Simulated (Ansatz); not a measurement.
C2H4ClNOSi, SMILES `N=C1OC1([SiH3])Cl`, 10 atoms. Charge 0, multiplicity 1. All runs use 4 threads of an Intel Xeon 6975P-C on a shared host. Correlated methods freeze the cores.

Give the basis size and wall time and peak host memory of each of these runs in Ansatz. RKS ωB97M-V/def2-QZVPP energy; RKS PBE0-D4/def2-SVP energy; RKS PBE0-D4/def2-TZVP relaxation (8 steps); RHF-CCSD(T)/def2-TZVPP energy; RKS r2SCAN-D4/def2-TZVPP energy and forces; RKS r2SCAN0-D4/def2-TZVPP energy; RKS PBE0-D4/def2-TZVP frequencies; direct RPA on PBE orbitals/def2-TZVPP energy; RKS ωB97X-V/def2-TZVPP energy; RHF-MP2/def2-QZVPP energy; RKS PBE0-D4/def2-QZVPP energy; RKS PBE-D4/def2-TZVPP energy and forces. (An estimate is asked.)

Computed: Other jobs shared the machine, so times are rough.

```tsv
level	job	functions	wall time	peak host memory (GiB)
RKS PBE0-D4/def2-SVP	energy	112	0.75 s	0.25
RKS PBE-D4/def2-TZVPP	energy and forces	264	1.6 s	0.39
RKS r2SCAN-D4/def2-TZVPP	energy and forces	264	2.8 s	0.41
RKS r2SCAN0-D4/def2-TZVPP	energy	264	3.2 s	0.78
direct RPA on PBE orbitals/def2-TZVPP	energy	264	3.5 s	0.67
RKS ωB97X-V/def2-TZVPP	energy	264	5.5 s	0.91
RKS PBE0-D4/def2-QZVPP	energy	488	6 s	2
RKS ωB97M-V/def2-QZVPP	energy	488	11 s	2.4
RHF-MP2/def2-QZVPP	energy	488	15 s	3.1
RKS PBE0-D4/def2-TZVP	relaxation (8 steps)	222	23 s	0.71
RHF-CCSD(T)/def2-TZVPP	energy	264	56 s	7.2
RKS PBE0-D4/def2-TZVP	frequencies	222	100 s	0.73
```
